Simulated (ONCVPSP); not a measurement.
## Configuration tests for La (ONCV)

La, optimised norm-conserving Vanderbilt (ONCV), made with ONCVPSP 4.0.1 (PBE, scalar-relativistic). Core [Kr], reference 4d10 5s2 5p6 5d1 6s2. Waves: 5s+6s: rc 2.45 bohr, ncon 4, nbas 7, qcut 4.1 1/bohr, 3 projectors, debl 1.8 Ha; 5p: rc 1.70 bohr, ncon 4, nbas 7, qcut 5 1/bohr, 2 projectors, debl 1 Ha; 4d+5d: rc 1.45 bohr, ncon 4, nbas 9, qcut 8.7 1/bohr, 2 projectors; f scattering state at 0.16 Ha: rc 2.50 bohr, ncon 4, nbas 7, qcut 4 1/bohr, 2 projectors, debl 1.3 Ha. Local part: polynomial inside 1.30 bohr (lpopt 2, dvloc0 0 Ha). Core correction: Teter function, fcfact 1.75, rcfact 1.3.

In the f channel the program set the typed energies aside and used -0.160, 1.140 Ha.

Energies are relative to the spin-unpolarised reference configuration 4d10 5s2 5p6 5d1 6s2; without spin polarisation the order of configurations can differ from experiment.

| valence configuration | charge | ΔE all-electron (eV) | error AE − PS (meV) |
| --- | --- | --- | --- |
| 4d10 5s2 5p6 5d1 6s1 | +1 | 5.966 | -1.4 |
| 4d10 5s2 5p6 5d0 6s0 | +3 | 35.804 | -8.1 |
| 4d10 5s2 5p6 5d1 6s1 6p1 | 0 | 2.378 | -0.7 |

Problem. What are ΔE and the potential's error for 4d10 5s2 5p6 5d1 6s0?

Solution. ΔE = 16.854 eV all-electron; the error (AE − PS) is -6.1 meV.

Levels in the configuration 4d10 5s2 5p6 5d1 6s1:

```json
{"level": "4d", "all-electron (eV)": "-109.700", "pseudo (eV)": "-109.734"}
{"level": "5s", "all-electron (eV)": "-44.743", "pseudo (eV)": "-44.757"}
{"level": "5p", "all-electron (eV)": "-28.201", "pseudo (eV)": "-28.202"}
{"level": "5d", "all-electron (eV)": "-8.509", "pseudo (eV)": "-8.508"}
{"level": "6s", "all-electron (eV)": "-8.344", "pseudo (eV)": "-8.345"}
```
